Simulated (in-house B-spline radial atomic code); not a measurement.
Whole-atom quantities along the 26-electron series, configuration [Ar] 3d8. Breit and QED terms are first order and not part of the total energy; the density at the nucleus is averaged over the nuclear charge. Computed with a radial B-spline atomic code at the basis-set limit: Dirac-Hartree-Fock, average of the configuration, finite nuclei.

```json
{"ion": "Rh19+", "Z": "45", "E/Z² (Eh)": "-2.2796", "Σ<r²> (bohr²)": "2.6019", "n(0)/Z³ (bohr⁻³)": "1.2815", "Lamb diamagnetic shielding (ppm)": "4185.36", "repulsion over attraction": "0.11074", "Breit energy (eV)": "81.345", "self-energy (eV)": "62.561", "vacuum polarisation (eV)": "-7.3958", "Dirac less non-relativistic energy (Eh)": "-96.128"}
{"ion": "Pd20+", "Z": "46", "E/Z² (Eh)": "-2.2946", "Σ<r²> (bohr²)": "2.4401", "n(0)/Z³ (bohr⁻³)": "1.3148", "Lamb diamagnetic shielding (ppm)": "4300.54", "repulsion over attraction": "0.10862", "Breit energy (eV)": "87.558", "self-energy (eV)": "67.57", "vacuum polarisation (eV)": "-8.1139", "Dirac less non-relativistic energy (Eh)": "-105.7"}
{"ion": "Ag21+", "Z": "47", "E/Z² (Eh)": "-2.3091", "Σ<r²> (bohr²)": "2.293", "n(0)/Z³ (bohr⁻³)": "1.3505", "Lamb diamagnetic shielding (ppm)": "4416.38", "repulsion over attraction": "0.10655", "Breit energy (eV)": "94.092", "self-energy (eV)": "72.867", "vacuum polarisation (eV)": "-8.8868", "Dirac less non-relativistic energy (Eh)": "-115.99"}
{"ion": "Cd22+", "Z": "48", "E/Z² (Eh)": "-2.3233", "Σ<r²> (bohr²)": "2.1588", "n(0)/Z³ (bohr⁻³)": "1.3856", "Lamb diamagnetic shielding (ppm)": "4532.91", "repulsion over attraction": "0.10456", "Breit energy (eV)": "100.95", "self-energy (eV)": "78.464", "vacuum polarisation (eV)": "-9.7174", "Dirac less non-relativistic energy (Eh)": "-127.05"}
{"ion": "In23+", "Z": "49", "E/Z² (Eh)": "-2.3372", "Σ<r²> (bohr²)": "2.036", "n(0)/Z³ (bohr⁻³)": "1.4246", "Lamb diamagnetic shielding (ppm)": "4650.15", "repulsion over attraction": "0.10262", "Breit energy (eV)": "108.16", "self-energy (eV)": "84.372", "vacuum polarisation (eV)": "-10.61", "Dirac less non-relativistic energy (Eh)": "-138.9"}
{"ion": "Sn24+", "Z": "50", "E/Z² (Eh)": "-2.3507", "Σ<r²> (bohr²)": "1.9234", "n(0)/Z³ (bohr⁻³)": "1.4641", "Lamb diamagnetic shielding (ppm)": "4768.14", "repulsion over attraction": "0.10074", "Breit energy (eV)": "115.7", "self-energy (eV)": "90.603", "vacuum polarisation (eV)": "-11.567", "Dirac less non-relativistic energy (Eh)": "-151.6"}
{"ion": "Sb25+", "Z": "51", "E/Z² (Eh)": "-2.364", "Σ<r²> (bohr²)": "1.8198", "n(0)/Z³ (bohr⁻³)": "1.5056", "Lamb diamagnetic shielding (ppm)": "4886.89", "repulsion over attraction": "0.098918", "Breit energy (eV)": "123.61", "self-energy (eV)": "97.171", "vacuum polarisation (eV)": "-12.593", "Dirac less non-relativistic energy (Eh)": "-165.18"}
{"ion": "Te26+", "Z": "52", "E/Z² (Eh)": "-2.377", "Σ<r²> (bohr²)": "1.7243", "n(0)/Z³ (bohr⁻³)": "1.547", "Lamb diamagnetic shielding (ppm)": "5006.43", "repulsion over attraction": "0.097149", "Breit energy (eV)": "131.88", "self-energy (eV)": "104.09", "vacuum polarisation (eV)": "-13.692", "Dirac less non-relativistic energy (Eh)": "-179.68"}
{"ion": "I27+", "Z": "53", "E/Z² (Eh)": "-2.3898", "Σ<r²> (bohr²)": "1.636", "n(0)/Z³ (bohr⁻³)": "1.5933", "Lamb diamagnetic shielding (ppm)": "5126.81", "repulsion over attraction": "0.095431", "Breit energy (eV)": "140.53", "self-energy (eV)": "111.37", "vacuum polarisation (eV)": "-14.869", "Dirac less non-relativistic energy (Eh)": "-195.17"}
{"ion": "Xe28+", "Z": "54", "E/Z² (Eh)": "-2.4023", "Σ<r²> (bohr²)": "1.5542", "n(0)/Z³ (bohr⁻³)": "1.64", "Lamb diamagnetic shielding (ppm)": "5248.03", "repulsion over attraction": "0.093764", "Breit energy (eV)": "149.57", "self-energy (eV)": "119.02", "vacuum polarisation (eV)": "-16.127", "Dirac less non-relativistic energy (Eh)": "-211.68"}
{"ion": "Cs29+", "Z": "55", "E/Z² (Eh)": "-2.4146", "Σ<r²> (bohr²)": "1.4783", "n(0)/Z³ (bohr⁻³)": "1.69", "Lamb diamagnetic shielding (ppm)": "5370.15", "repulsion over attraction": "0.092143", "Breit energy (eV)": "159", "self-energy (eV)": "127.07", "vacuum polarisation (eV)": "-17.472", "Dirac less non-relativistic energy (Eh)": "-229.26"}
{"ion": "Ba30+", "Z": "56", "E/Z² (Eh)": "-2.4267", "Σ<r²> (bohr²)": "1.4078", "n(0)/Z³ (bohr⁻³)": "1.7411", "Lamb diamagnetic shielding (ppm)": "5493.18", "repulsion over attraction": "0.090568", "Breit energy (eV)": "168.84", "self-energy (eV)": "135.52", "vacuum polarisation (eV)": "-18.909", "Dirac less non-relativistic energy (Eh)": "-247.96"}
{"ion": "La31+", "Z": "57", "E/Z² (Eh)": "-2.4387", "Σ<r²> (bohr²)": "1.3421", "n(0)/Z³ (bohr⁻³)": "1.7957", "Lamb diamagnetic shielding (ppm)": "5617.17", "repulsion over attraction": "0.089037", "Breit energy (eV)": "179.09", "self-energy (eV)": "144.39", "vacuum polarisation (eV)": "-20.442", "Dirac less non-relativistic energy (Eh)": "-267.84"}
```

(1) With what power of Z does the column «Dirac less non-relativistic energy (Eh)» change over this range?

Results:

(1) A fit of the logarithm of its size against log Z from Z = 45 to 57 has slope 4.33. An unscreened hydrogenic electron would give 4 at low Z; screening makes the apparent power larger near the neutral end, and relativity raises it again at high Z.
